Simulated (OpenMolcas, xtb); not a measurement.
C2H3F2Si (SMILES [H]/[C]=C\[SiH](F)F): methods side by side

C2H3F2Si has 8 atoms, charge 0, and is taken as a doublet. SMILES: `[H]/[C]=C\[SiH](F)F`. The coordinates come from a PBE0-D4/def2-TZVP relaxation. This is one conformer, not always the lowest.

```xyz
8

C     0.8552    0.4751    1.4944
C     0.9487    0.1198    0.2419
Si   -0.6024   -0.2407   -0.6919
F    -0.5720   -1.7230   -1.2603
F    -0.7199    0.7134   -1.9556
H     0.0637    0.6358    2.2151
H     1.9215    0.0369   -0.2459
H    -1.8026   -0.0742    0.1464
```

Quantity: the energy change with the Si3–F4 bond stretched from 1.588 to 2.382 Å, in eV. The values are calculated.

```csv
level,kind,program,value (eV),CPU time (all runs)
GFN-FF,force field,xtb,3.52,under 2 s
GFN0-xTB,semi-empirical,xtb,1.04,under 2 s
UHF/cc-pVDZ,Hartree–Fock,OpenMolcas,3.54,28 s
USVWN5/cc-pVDZ,LDA,OpenMolcas,2.99,76 s
U-revPBE/cc-pVDZ,GGA,OpenMolcas,2.53,1.9 min
UM06-L/cc-pVDZ,meta-GGA,OpenMolcas,2.88,2.8 min
UPBE0/cc-pVDZ,global hybrid,OpenMolcas,3.04,2 min
```

The first shape isn't each level's own minimum. The values span 1.04 to 3.54 eV. Spin contamination of the reference (⟨S²⟩ at least 0.1 too high) touches UHF/cc-pVDZ. Times are those of the runs behind each value, whatever else they computed, on shared processors of several kinds: orders of magnitude only.
